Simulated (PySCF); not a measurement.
Species: C3H9F2PSi.
SMILES: `C[Si](C)(C)P(F)F`

Computed with PySCF at CAM-B3LYP/def2-SVPD, non-relativistic, on one gas-phase PBE0-D3(BJ)/def2-SVP geometry that isn't relaxed in the solvent. The solvent is an IEF-PCM continuum (cavity from Bondi-type radii × 1.2), and excitations are vertical TDDFT with non-equilibrium linear response and a frozen core. Only the electrostatic response of the medium enters.

Gas-phase singlets (H = HOMO, L = LUMO):

```json
{"state": "S1", "E (eV)": "4.555", "λ (nm)": "272", "f": "0.002", "leading configurations": "H→L 96%"}
{"state": "S2", "E (eV)": "5.404", "λ (nm)": "229", "f": "0.069", "leading configurations": "H→L+1 92%"}
{"state": "S3", "E (eV)": "6.751", "λ (nm)": "184", "f": "0.041", "leading configurations": "H→L+2 88%"}
{"state": "S4", "E (eV)": "7.500", "λ (nm)": "165", "f": "0.277", "leading configurations": "H→L+3 49%, H→L+6 32%"}
{"state": "S5", "E (eV)": "7.796", "λ (nm)": "159", "f": "0.024", "leading configurations": "H-1→L 97%"}
```

Q: Give the list for acetone (ε = 20.49), n² = 1.85.

A: 
```json
{"state": "S1", "E (eV)": "4.595", "λ (nm)": "270", "f": "0.003", "leading configurations": "H→L 97%", "change by rank (eV)": "+0.040"}
{"state": "S2", "E (eV)": "5.376", "λ (nm)": "231", "f": "0.103", "leading configurations": "H→L+1 96%", "change by rank (eV)": "-0.028"}
{"state": "S3", "E (eV)": "6.982", "λ (nm)": "178", "f": "0.067", "leading configurations": "H→L+2 84%", "change by rank (eV)": "+0.231"}
{"state": "S4", "E (eV)": "7.523", "λ (nm)": "165", "f": "0.344", "leading configurations": "H→L+3 51%, H→L+6 24%, H→L+2 11%", "change by rank (eV)": "+0.023"}
{"state": "S5", "E (eV)": "7.649", "λ (nm)": "162", "f": "0.029", "leading configurations": "H-1→L 96%", "change by rank (eV)": "-0.147"}
```

Q: The ground-state energy changes by -0.166 eV from gas to acetone. By how much does the total energy of gas-phase S1 change?

A: E(S1) = E(S0) + excitation energy, so it changes by -0.166 + 0.040 = -0.126 eV: it is lowered less than the ground state, which is what a blue shift means. This is the vertical state, with the slow part of the continuum still set for S0.

Q: How do the frontier levels move from gas to acetone?

A: 
```tsv
orbital	gas (eV)	solvent (eV)	change (eV)
LUMO+2	1.05	1.37	+0.32
LUMO+1	0.73	0.82	+0.09
LUMO	0.38	0.49	+0.11
HOMO	-8.12	-8.08	+0.04
HOMO-1	-10.38	-10.10	+0.28
HOMO-2	-10.47	-10.13	+0.34
HOMO-3	-11.79	-11.70	+0.09
```

The HOMO–LUMO gap goes from 8.49 to 8.57 eV.

Conformer computed: `[CH3:1][Si:2]([CH3:3])([CH3:4])[P:5]([F:6])[F:7]`: C1–Si2–P5–F6 -70°.
